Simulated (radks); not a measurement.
Values are calculated unless marked as measured or tabulated.
Species: Nd III. Configuration: [Xe] 4f4.

Code: a radial shooting solver on a logarithmic mesh with Libxc functionals. Model: Dirac Kohn-Sham, LDA (Slater exchange, Perdew-Wang correlation), spin-unpolarised, spherical densities, point nucleus; open shells are shared between the two j in proportion to 2j + 1.

Energy parts (eV):
part                      energy
total                 -261837.63
kinetic                282330.39
electron-nucleus      -639222.60
Hartree                100928.25
exchange-correlation    -5873.66

Orbitals (lengths in bohr, moments of r in powers of bohr; r(max) is where P^2 peaks):
orbital     occ.  eigenvalue (eV)   r(max)      <r^4>
1s1/2          2        -43333.08  0.01511  1.530e-06
2s1/2          2        -7017.642  0.08572  0.0002485
2p1/2          2        -6642.440  0.06509  0.0001553
2p3/2          4        -6122.999  0.07054  0.0001968
3s1/2          2        -1532.018   0.2442   0.009975
3p1/2          2        -1371.493   0.2310   0.009196
3p3/2          4        -1267.848   0.2427    0.01099
3d3/2          4        -987.3382   0.1940   0.008235
3d5/2          6        -964.9094   0.1973   0.008706
4s1/2          2        -314.5307   0.5656     0.2537
4p1/2          2        -253.9726   0.5728     0.2949
4p3/2          4        -231.3570   0.5982     0.3524
4d3/2          4        -131.6887   0.6140     0.5364
4d5/2          6        -127.6964   0.6224     0.5685
5s1/2          2         -53.5829    1.318      8.734
5p1/2          2         -37.3123    1.445      14.76
5p3/2          4         -34.2025    1.519      18.16
4f5/2    1.71429         -15.0794   0.6603      7.330
4f7/2    2.28571         -14.6682   0.6656      7.888

The highest occupied level is 4f7/2 at -14.668 eV. For comparison, the ionisation energy in NIST's Atomic Spectra Database is 22.09 eV (semi-empirical). In exact Kohn-Sham theory the highest level is minus the ionisation energy, but local and semilocal functionals leave it too shallow, through self-interaction and a potential that decays too fast; potentials with the right tail come closer.

Beside tabulated values, note that spin-unpolarised runs miss the spin-polarisation part of the exchange energy of open shells.
